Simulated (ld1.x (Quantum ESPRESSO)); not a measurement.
## What the settings do to the TM potential of scandium

Base potential:

scandium (Sc), norm-conserving Troullier–Martins (Kleinman–Bylander form), made with ld1.x (Quantum ESPRESSO) 7.5 (PBEsol, scalar-relativistic). Core [Ne] 3s2, reference 3p6 3d1 4s2 4p0. Waves: 3p (bound): rc 1.15 bohr; 3d (bound): rc 1.75 bohr; 4s (bound): rc 2.20 bohr. Local part: the s channel. Core correction: none.

All-electron outer shells of the reference configuration (PBEsol, scalar-relativistic, ld1.x):

```csv
shell,level (eV),outermost node (bohr),outermost maximum (bohr)
2p,-387.95,–,0.23
3s,-54.88,0.42,0.92
3p,-33.55,0.39,0.97
4s,-4.19,1.33,3.10
3d,-3.25,–,1.10
4p,-1.45,1.49,4.03
```

Cutoffs, loose and tight: the cutoffs (Ry, on a coarse ladder) from which the occupation-weighted sum of valence levels, in a spherical-Bessel basis at the reference potential, stays within 10 and 1 mRy of its value at 400 Ry. They do not see the model core or the augmentation charge, which bear on the density cutoff. Test errors are all-electron minus pseudo excitation energies from the reference, over the configurations 3p6 3d1 4s1 4p0; 3p6 3d1 4s0 4p0; 3p6 3d0 4s0 4p0; 3p6 3d1 4s0 4p2; 3p6 3d2 4s0 4p0; 3p6 3d1 4s1 4p1; 3p6 3d2 4s1 4p0. A dash means not determined; rows that change the core or the reference have their own tests.

A true bound ghost makes a file unfit for plane-wave use even where its test errors are small: the radial tests pick states by their node count and pass the ghost by.

| change | outcome | cutoff, loose | cutoff, tight | bound ghosts | largest test error (meV) |
| --- | --- | --- | --- | --- | --- |
| base | generated | 70 Ry | 120 Ry | none | -955 |
| all radii scaled by about 1.04 (s 2.28, p 1.20, d 1.82 bohr) | generated | 70 Ry | 90 Ry | none | -1015 |
| reference 3p6 3d1 4s1.5 4p0 | generated | 70 Ry | 120 Ry | none | -681 |
| wave 3d (bound): rc 1.75 bohr becomes 3d (bound): rc 1.52 bohr | generated | 80 Ry | 120 Ry | none | -956 |
| core correction a·sin(br)/r model core inside 1.02 bohr | generated | 70 Ry | 120 Ry | none | -964 |
| wave 4s (bound): rc 2.20 bohr becomes 4s (bound): rc 3.40 bohr | generated | 70 Ry | 120 Ry | none | -1102 |
| local potential the p channel | generated | 70 Ry | 110 Ry | s | +121 |
| reference 3p6 3d1.5 4s1.5 4p0 | generated | 70 Ry | 110 Ry | none | -986 |
| wave 4s (bound): rc 2.20 bohr becomes 4s (bound): rc 3.28 bohr | generated | 70 Ry | 120 Ry | none | -1094 |

Task: What comes out with this change to the base: core [Ar], valence charge 3; reference 3d1 4s2 4p0; waves now 4p (bound): rc 4.15 bohr; 3d (bound): rc 1.45 bohr; 4s (bound): rc 3.40 bohr; core correction a·sin(br)/r model core inside 1.00 bohr?

Result: outcome: generated; cutoff, loose: 70 Ry; cutoff, tight: 90 Ry; bound ghosts: none; largest test error (meV): -327.

Task: What comes out with this change to the base: wave 3p (bound): rc 1.15 bohr becomes 3p (bound): rc 0.92 bohr?

Result: outcome: generated; cutoff, loose: 100 Ry; cutoff, tight: 200 Ry; bound ghosts: none; largest test error (meV): -955.

Task: What comes out with this change to the base: wave 3d (bound): rc 1.75 bohr becomes 3d (bound): rc 1.48 bohr?

Result: outcome: generated; cutoff, loose: 80 Ry; cutoff, tight: 110 Ry; bound ghosts: none; largest test error (meV): -956.
